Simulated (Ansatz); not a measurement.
The same alkene loss along the group F, Cl, Br, I.

Gas-phase electronic energies from Ansatz, PBE0-D4/def2-TZVP geometries. CCSD(T)/CBS is the MP2 limit (def2-TZVPP, def2-QZVPP) plus CCSD(T) − MP2 in def2-TZVPP, frozen cores. This one scheme is used for every species. Functionals use def2-TZVPP. def2 core potentials past Kr. For Br, I outer-core shells are correlated without core-valence functions, which leaves a few kJ/mol of doubt a bond. Scalar relativity is left out up to krypton.

```csv
reaction,r2SCAN-D4 (eV),PBE-D4 (eV),PBE0-D4 (eV),CCSD(T)/CBS(def2) (eV)
`CC(C)(C)F` → H–F + `C=C(C)C`,0.99,0.88,0.96,0.80
`CC(C)(C)Cl` → HCl + `C=C(C)C`,0.99,0.94,1.03,0.95
`CC(C)(C)Br` → HBr + `C=C(C)C`,1.04,1.00,1.08,1.04
`CC(C)(C)I` → HI + `C=C(C)C`,1.05,1.04,1.11,1.11
```

Largest T1 diagnostic: 0.010, for `C=C(C)C`.
